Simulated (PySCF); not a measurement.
Working out the ionisation energy of Si⁺

Si⁺ [Ne] 3s2 3p1 (2P) → Si²⁺ [Ne] 3s2 (1S). Computed with PySCF 2.14 in aug-cc-pVDZ-DK (5s4p2d, 27 functions), with the spin-free X2C one-electron Hamiltonian (Gaussian nucleus). Frozen: [Ne]. Energies in hartree (1 hartree = 27.21139 eV):

```tsv
part	Si⁺ (lower)	Si²⁺ (upper)
UHF	-289.172159	-288.591215
CCSD correlation	-0.053443	-0.043451
(T)	-0.000678	0.000000
```

What does Hartree-Fock give?

(-288.591215) − (-289.172159) = 0.580944 hartree = 15.808 eV.

What do CCSD and CCSD(T) give?

The CCSD correlation energies differ by 0.009992 hartree = 0.272 eV and the triples by 0.000678 hartree = 0.018 eV, so CCSD gives 16.080 eV and CCSD(T) 16.098 eV.

Measured between the centres of the two terms (NIST): 16.322 eV, so CCSD(T) (valence) is off by -0.224 eV.

A double-zeta basis recovers only part of the correlation energy.

What remains against the reference includes basis incompleteness, the frozen core and higher excitations.
